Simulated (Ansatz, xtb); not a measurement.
**Ranking isomers of BrClGeH4Si**

4 gas-phase structures of BrClGeH4Si, from a drawn sample of its isomers (lower ones may exist). Each was relaxed with GFN2-xTB; where two conformers were screened, the lower at r2SCAN-D4/def2-SVP is listed:

A. `[Cl][GeH2][SiH2]Br`, a singlet
B. `[SiH3][Ge@@H]([Cl])[Br]`, a singlet
C. `Cl[Si@@H]([GeH3])Br`, a singlet
D. `Cl[SiH2][GeH2][Br]`, a singlet

Problem. Estimate their order in r2SCAN-D4/def2-SVP energy at these geometries, lowest first.

Solution. Calculated order at r2SCAN-D4/def2-SVP: C (0.000), D (0.170), B (0.202), A (0.239) eV. Less than 1 kcal/mol parts D and B; B and A, so the order within those pairs means little.

Energies above the lowest of each column, in eV; the last columns are at PBE-D3(BJ)/def2-SVP geometries:

```csv
structure,GFN2-xTB,HF/STO-3G,r2SCAN-D4/def2-SVP,PBE-D3(BJ)/def2-SVP,CCSD(T)/def2-SVP + ΔMP2/def2-TZVPP
C,0.737,0.000,0.000,0.000,0.000
D,0.305,0.135,0.170,0.153,0.142
B,0.000,0.046,0.202,0.222,0.269
A,0.354,0.021,0.239,0.243,0.252
```

CCSD(T)/def2-SVP + ΔMP2/def2-TZVPP puts C lowest; GFN2-xTB picks B. CCSD(T)/def2-SVP + ΔMP2/def2-TZVPP orders those it was run on as C (0.000), D (0.142), A (0.252), B (0.269) eV. Less than 1 kcal/mol parts A and B, so the order within that pair means little. Flexible structures stand in one conformer each, not always the lowest. ΔMP2 is the change of the MP2 energy from the smaller to the larger basis.

Over these structures GFN2-xTB departs from r2SCAN-D4/def2-SVP by 0.270 eV on average once a common shift is removed. A GFN2-xTB relaxation took about 0.24 s and the r2SCAN-D4/def2-SVP energy about 5 s on a shared host (Ansatz 0.2.0, xtb 6.7.1).
